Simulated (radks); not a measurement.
The numbers below are computed, except where a source is named.
Neutral niobium inside a hard spherical wall (all orbitals vanish at R), configuration held at [Kr] 4d4 5s1 and not refilled when levels cross. Code: a radial shooting solver on a logarithmic mesh with Libxc functionals. Model: scalar-relativistic Kohn-Sham, r2SCAN, spin-polarised, spherical densities, finite nucleus; open shells are filled with parallel spins first (spin-orbit coupling, left out, can overturn this in heavy ions); meta-GGA in the generalised Kohn-Sham scheme; Fermi nuclear charge, rms radius 4.324 fm. Eigenvalues in eV for spin up, with the zero of energy where the potential of the charges vanishes at infinity; a dash marks a level that is unbound or too diffuse for the functional's potential to be trusted. A positive occupied level is held by the wall or, in an anion where self-interaction has pushed it up, behind a barrier. The pressure on the wall is -dE/dV.

| R (bohr) | E (hartree) | kinetic (hartree) | e(4s) | e(4p) | e(5s) | e(4d) | e(5p, empty) | e(6s, empty) | pressure (GPa) |
|---|---|---|---|---|---|---|---|---|---|
| free | -3820.26901 | 3933.543 | -60.531 | -36.172 | -4.740 | -3.851 | -1.225 | - | 0 |
| 20 | -3820.26901 | 3933.543 | -60.531 | -36.172 | -4.740 | -3.851 | -1.225 | - | < 0.0001 |
| 15 | -3820.26901 | 3933.543 | -60.531 | -36.171 | -4.740 | -3.851 | -1.220 | 0.705 | < 0.0001 |
| 10 | -3820.26844 | 3933.548 | -60.483 | -36.124 | -4.704 | -3.810 | -1.066 | 2.793 | 0.0153 |
| 8 | -3820.26359 | 3933.585 | -60.239 | -35.884 | -4.494 | -3.602 | -0.563 | 6.026 | 0.223 |
| 6 | -3820.21880 | 3933.828 | -58.995 | -34.680 | -3.174 | -2.543 | 1.749 | 15.765 | 3.70 |
| 5 | -3820.11195 | 3934.295 | -57.171 | -32.943 | -0.700 | -0.911 | 5.477 | 28.429 | 17.3 |
| 3.5 | -3819.23673 | 3937.558 | -49.834 | -26.000 | 14.984 | 6.976 | 26.121 | 85.037 | 277 |
| 2 | -3806.16181 | 3981.569 | -8.343 | 18.993 | 157.88 | 64.325 | 183.90 | 419.66 | 18100 |
